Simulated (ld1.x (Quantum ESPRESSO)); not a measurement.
## Transferability test, TM semilocal potential for magnesium (Mg)

- Element: Mg (Z = 12)
- Generator: ld1.x (Quantum ESPRESSO) 7.5
- Type: norm-conserving Troullier–Martins (semilocal form)
- Functional: PBE
- Relativity: scalar-relativistic
- Frozen core: [Ne]
- Valence charge: 2
- Reference configuration: 3s2 3p0
- Partial waves: 3s (bound): rc 2.75 bohr; 3p (bound, empty): rc 3.40 bohr; 3d channel at 0.2 Ry: rc 2.60 bohr
- Local potential: the d channel
- Core correction: Bessel-smoothed model core inside 2.50 bohr

Energies are relative to the spin-unpolarised reference configuration 3s2 3p0; without spin polarisation the order of configurations can differ from experiment.

**Question.** Give the all-electron excitation energy and the error of the potential for: 3s1 3p0; 3s1.5 3p0; 3s1 3p1; 3s0 3p2; 3s0 3p1.

**Answer.**

```csv
valence configuration,charge,ΔE all-electron (eV),error AE − PS (meV)
3s1 3p0,+1,7.960,+5.4
3s1.5 3p0,+0.5,3.144,+0.4
3s1 3p1,0,3.491,+0.1
3s0 3p2,0,7.183,+8.4
3s0 3p1,+1,12.328,+31
```

Levels in the configuration 3s1 3p0:

```tsv
level	all-electron (eV)	pseudo (eV)
3s	-11.378	-11.353
```
